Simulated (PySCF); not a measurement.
MgCl2, SMILES [Cl][Mg][Cl]. Atoms are numbered in the order given.

```xyz
3

Mg     0.0000     0.0000     0.0000
Cl     0.0000     0.0000    -2.1675
Cl     0.0000     0.0000     2.1675
```

The structure is a stationary point at ωB97X-D3(BJ)/def2-TZVP. The isomer is the one that the SMILES or the coordinates give; other isomers of the formula were not compared.

These are PBE0/pcSseg-2 (PySCF) values and carry that method's errors.

GIAO shieldings, no solvent; atoms alike by connectivity are averaged. δ = σ(ref) − σ: ³⁵Cl against HCl (σ = 943.3 ppm), references at their B3LYP-D3(BJ)/def2-TZVP geometries, non-relativistic (without spin–orbit terms, shifts of atoms bonded to Cl or Br come out too high).

Problem. Estimate the chemical shifts. (An estimate is asked for; the answer gives what the named calculation found.)

Solution. 
```csv
nucleus,atoms,count,δ (ppm)
³⁵Cl,"Cl2, Cl3",2,-129.7
```
